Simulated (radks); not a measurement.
The numbers below are computed, except where a source is named.
Orbital eigenvalues (eV) of the gold ion Au54+, [Ar] 3d7, of relativity; Dirac values are averaged over j with weights 2j + 1. Spin-unpolarised spherical Kohn-Sham, BLYP, point nucleus unless stated (finite: rms radius 5.4371 fm), a radial shooting solver on a logarithmic mesh with Libxc functionals. A level marked "c x" has the speed of light scaled by that factor and shares open shells by 2j + 1; other Dirac levels either fill j = l - 1/2 first or share by 2j + 1.

shell       non-rel.
1s            -76396
2s            -15431
2p            -14983
3s           -5799.3
3p           -5602.5
3d           -5255.7
4s (empty)   -3017.9
4p (empty)   -2930.4

Give the values at the level "Dirac, 2j+1 shares".

Answer. 
shell       Dirac, 2j+1 shares  change of magnitude (%)
1s                      -84047                   +10.02
2s                      -17524                   +13.56
2p                      -15726                    +4.96
3s                     -6384.0                   +10.08
3p                     -5850.6                    +4.43
3d                     -5276.5                    +0.40
4s (empty)             -3241.9                    +7.42
4p (empty)             -3034.1                    +3.54
